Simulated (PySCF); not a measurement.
## Löwdin shares of the frontier orbitals

SiF4.
Geometry (PBE0-D3(BJ)/def2-SVP, Å), atoms numbered from 1 in this order:
```xyz
5
SiF4 angstrom
Si     0.0000   -0.0001   -0.0003
F      0.0223   -0.0084    1.5856
F      1.4876    0.0083   -0.5501
F     -0.7592    1.2956   -0.5110
F     -0.7507   -1.2955   -0.5242
```

Theory: PySCF, TDDFT wB97X-D/def2-SVPD, vertical, gas phase, core orbitals frozen in the response.

Frontier orbitals with the atoms that hold most of them (Löwdin shares over 4%, at most four atoms; ? is withheld):

```tsv
orbital	ε (eV)	atoms
LUMO+2	3.73	F3 26%, F4 22%, F2 20%, F5 20%
LUMO+1	3.73	F2 26%, F4 21%, F5 21%, F3 20%
LUMO	?	?
HOMO	-14.97	F2 36%, F4 33%, F5 20%, F3 10%
HOMO-1	-14.97	F2 37%, F3 34%, F5 18%, F4 11%
HOMO-2	-14.97	F5 37%, F4 31%, F3 30%
HOMO-3	-15.88	F5 24%, F4 24%, F3 23%, F2 21%
```

Q: Which atoms hold the LUMO, and with what shares?

A: Si1 (bonded to 4 F) 64%; F5 (bonded to Si) 9%; F4 (bonded to Si) 9%; F3 (bonded to Si) 9%. By element: silicon 64%, fluorine 27% or more.

Q: What is the LUMO energy, and the HOMO–LUMO gap?

A: ε(LUMO) = 1.26 eV; the gap is 16.23 eV (0.5964 hartree).

Within 0.005 eV of a neighbour in this list lie HOMO-2/HOMO-1/HOMO and LUMO+1/LUMO+2 (point group found: Td); within a degenerate set the shares of single atoms can hang on how the components are chosen.

Q: The HOMO–LUMO gap is 16.23 eV. Where does the response calculation put the lowest singlet, and from which orbitals?

A: S1 is at 11.17 eV (f = 0.0000), 5.06 eV below the gap, made of HOMO-2/HOMO-1/HOMO→LUMO (≥86%). S1/S2/S3 lie within about 0.01 eV of each other. Without the coupling terms of the response equations the lowest excitation would equal the gap.

Next come S2 at 11.17 eV (f 0.0000), HOMO-2/HOMO-1/HOMO→LUMO (≥87%); S3 at 11.17 eV (f 0.0000), HOMO-2/HOMO-1/HOMO→LUMO (≥90%); S4 at 12.27 eV (f 0.0011), HOMO-6→LUMO (84%); S5 at 12.27 eV (f 0.0003), HOMO-7→LUMO (84%).

Orbitals of the list HOMO-3 to LUMO+2 that lie within 0.01 eV of each other are written together with a slash and their weights summed (≥ marks a lower bound); for degenerate orbitals outside that list single weights are arbitrary.

Löwdin shares depend on the basis, the more so with diffuse functions.
